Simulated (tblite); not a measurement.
A tight-binding relaxation on `C1C(=C([P@H+]([BH3-])C1)C)OC`.

Computed with GFN2-xTB geometry optimisation, gas phase (tblite 0.8.0). Start geometry: from a force field or distance geometry. A driver script takes a list of jobs; this job's settings line and coordinates (Å) are shown.

Command:
```bash
OMP_NUM_THREADS=1 python probes_run.py task.json out
```

Input:
```
{"job": {"kind": "relax", "xc": "GFN2-xTB", "basis": "xTB"}, "charge": 0, "multiplicity": 1}
B     -3.073000     0.065300     0.302600
P     -1.507200    -0.295200    -0.634400
C     -0.730000    -1.814900     0.039800
C      0.683700    -1.386000     0.076100
C      0.885800     0.024800     0.211000
O      2.094800     0.613500     0.636700
C      3.338800     0.139000     0.109900
C     -0.136700     0.788000    -0.118100
C     -0.193500     2.280000    -0.088400
H     -2.847200    -0.013000     1.479100
H     -3.507500     1.124700     0.004500
H     -3.875800    -0.798800     0.060400
H     -1.603800    -0.264800    -1.997400
H     -1.210500    -2.067600     0.979500
H     -0.914100    -2.622700    -0.706100
H      1.302900    -1.851800    -0.717200
H      1.103600    -1.867300     1.026600
H      4.169800     0.690500     0.553700
H      3.409500    -0.945800     0.340100
H      3.402700     0.294700    -0.992600
H      0.704200     2.744000     0.319300
H     -1.076500     2.598200     0.525900
H     -0.424800     2.592200    -1.128200
```

Output:
```
step      E/eV     max force
  0    -755.37201    5.253
  1    -755.87909    1.269
  2    -756.00518    1.068
  3    -756.13185    0.616
  4    -756.16980    0.519
  5    -756.19820    0.327
  6    -756.21473    0.281
  7    -756.22769    0.268
  8    -756.23794    0.203
  9    -756.24517    0.160
... (119 lines left out)
129    -756.33007    0.016
130    -756.33012    0.015
131    -756.33016    0.016
132    -756.33021    0.014
133    -756.33027    0.016
134    -756.33031    0.013
135    -756.33034    0.013
136    -756.33037    0.014
137    -756.33039    0.010
138    -756.33040    0.008
```

«max force» is the largest atomic force in eV/Å.

Q: From which step on does the largest force stay under 0.1 eV/Å, and how much energy is left to gain from there?

A: From step 68 (0.048 eV/Å), 13.4 meV above the end.

Summary of the converged run: energy lowered by 22.1 kcal/mol over 138 steps; largest atomic force 0.008 eV/Å at the end.

Q: Where do the atoms end?

A: 0.422 Å rms from the input after alignment:
```
atom  x, y, z in Å
B1    -3.2366    0.0706    0.4689
P2    -1.6044   -0.2308   -0.4804
C3    -0.6237   -1.7469   -0.0968
C4     0.8562   -1.3755   -0.2242
C5     0.9645    0.1223   -0.0745
O6     2.1561    0.7465    0.1250
C7     3.3080   -0.0292    0.3568
C8    -0.1689    0.8301   -0.2063
C9    -0.3064    2.3144   -0.1078
H10   -2.8909    0.0716    1.6121
H11   -3.6488    1.1210    0.0894
H12   -3.9399   -0.8478    0.1829
H13   -1.6208   -0.2923   -1.8844
H14   -0.8658   -2.0140    0.9360
H15   -0.9049   -2.5870   -0.7326
H16    1.2416   -1.6614   -1.2086
H17    1.4514   -1.8974    0.5277
H18    4.1305    0.6817    0.4240
H19    3.2395   -0.5835    1.2982
H20    3.5036   -0.7264   -0.4629
H21    0.5935    2.7508    0.3186
H22   -1.1657    2.5594    0.5152
H23   -0.4730    2.7506   -1.0935
```

Hardware: one thread of an Arm Neoverse V1, no GPU, shared host with 64 logical CPUs at a one-minute load of 9.3. Cost: 1.2 s.
Labels such as C1 count atoms from 1, the log's own numbers from 0.
